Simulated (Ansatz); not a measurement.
The first iterations of a band of F3Ge + FH (6 atoms, charge 0, multiplicity 2).

The calculation used Ansatz, UKS PBE0-D4/def2-SVP.

```
movable images  : 5
climbing image  : yes
spring          : 5.0 eV/Å²
optimiser       : quadratic models (default)
start path      : through a guess of the saddle point
force threshold : 0.5 eV/Å
iteration limit : 60
end points      : relaxed
```

Initial state:

```xyz
6
Properties=species:S:1:pos:R:3
Ge -0.529 -0.324 0.031
H 0.807 0.245 2.106
F 1.180 -0.421 0.442
F -0.760 1.321 -0.438
F -0.644 -1.248 -1.430
F -0.052 0.426 2.430
```

Final state:

```xyz
6
Properties=species:S:1:pos:R:3
Ge 0.485 -0.460 0.096
H -0.529 0.866 2.002
F 1.446 -0.456 -1.346
F 0.063 1.236 0.307
F -1.004 -1.217 -0.336
F -0.459 0.031 2.420
```

| iteration | highest image above the first end (eV) | largest band force component (eV/Å) |
| --- | --- | --- |
| 1 | 1.641 | 4.583 |
| 2 | 1.261 | 3.493 |
| 3 | 2.663 | 22.493 |

Problem. Does the band converge within its limit, and where does its top end?

Solution. The run converged. It ended after 9 iterations with the highest image 0.553 eV above the first end. The threshold of 0.5 eV/Å is loose, so the images may lie well off the minimum-energy path. The order of the point at the top wasn't checked. Another band between the same ends, with other settings, climbed to 0.080 eV only, so this figure is probably too high.

The run took 54 s on 4 threads of Intel(R) Xeon(R) Platinum 8559C (Emerald Rapids), on a shared host, peak memory 0.33 GiB.
